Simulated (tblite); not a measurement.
A tight-binding relaxation on `CC(C)(CO)C[SH+]` [radical].

Computed with GFN2-xTB geometry optimisation, gas phase (tblite 0.8.0). Start geometry: from a force field or distance geometry. A driver script takes a list of jobs; this job's settings line and coordinates (Å) are shown.

Command:
```bash
OMP_NUM_THREADS=1 python probes_run.py task.json out
```

Input:
```
{"job": {"kind": "relax", "xc": "GFN2-xTB", "basis": "xTB"}, "charge": 1, "multiplicity": 2}
C     -0.614900    -0.776000    -1.235800
C     -0.243300    -0.158200     0.090400
C     -1.275700    -0.528500     1.140000
C     -0.236600     1.330400    -0.025000
O      0.639900     1.834500    -0.945500
C      1.071400    -0.776900     0.467700
S      2.400000    -0.469400    -0.716300
H      0.230900    -0.684100    -1.947000
H     -1.514300    -0.270100    -1.606700
H     -0.774400    -1.861100    -1.052700
H     -0.921600    -0.196400     2.148500
H     -1.543300    -1.601900     1.110300
H     -2.182500     0.119600     0.953600
H     -0.062400     1.860500     0.936500
H     -1.265700     1.647200    -0.363900
H      0.516500     2.820000    -0.953800
H      0.951800    -1.886700     0.502700
H      1.338200    -0.479100     1.504900
H      3.476000     0.085400    -0.015200
```

Output:
```
step      E/eV     max force
  0    -643.19193    2.327
  1    -643.41281    0.739
  2    -643.48155    0.637
  3    -643.53935    0.487
  4    -643.59599    0.511
  5    -643.63384    0.458
  6    -643.65826    0.359
  7    -643.68355    0.499
  8    -643.71272    0.502
  9    -643.74327    0.444
... (66 lines left out)
 76    -643.96516    0.018
 77    -643.96519    0.016
 78    -643.96522    0.017
 79    -643.96525    0.016
 80    -643.96527    0.011
 81    -643.96529    0.014
 82    -643.96532    0.017
 83    -643.96536    0.022
 84    -643.96539    0.018
 85    -643.96540    0.007
```

«max force» is the largest atomic force in eV/Å.

Question: From which step on does the largest force stay under 0.1 eV/Å, and how much energy is left to gain from there?

Answer: From step 41 (0.081 eV/Å), 7.0 meV above the end.

Summary of the converged run: energy lowered by 17.8 kcal/mol over 85 steps; largest atomic force 0.007 eV/Å at the end.

Question: Where do the atoms end?

Answer: 0.289 Å rms from the input after alignment:
```
atom  x, y, z in Å
C1    -0.7450   -0.7865   -1.2623
C2    -0.3181   -0.1962    0.0775
C3    -1.3133   -0.5475    1.1777
C4    -0.1603    1.3305   -0.0395
O5     0.8257    1.6068   -1.0011
C6     1.0735   -0.7476    0.4821
S7     2.3512   -0.2394   -0.6897
H8    -0.0723   -0.4736   -2.0576
H9    -1.7491   -0.4568   -1.5149
H10   -0.7559   -1.8721   -1.2190
H11   -1.0157   -0.1299    2.1362
H12   -1.4011   -1.6252    1.2826
H13   -2.2978   -0.1605    0.9289
H14    0.0837    1.7727    0.9336
H15   -1.1179    1.7482   -0.3785
H16    1.1545    2.5127   -0.9247
H17    1.0332   -1.8366    0.4369
H18    1.3447   -0.4352    1.4879
H19    3.0702    0.5456    0.1362
```

On one thread of an Arm Neoverse N1, no GPU, shared host with 64 logical CPUs at a one-minute load of 20, this took 0.85 s of wall time.
Labels such as C1 count atoms from 1, the log's own numbers from 0.
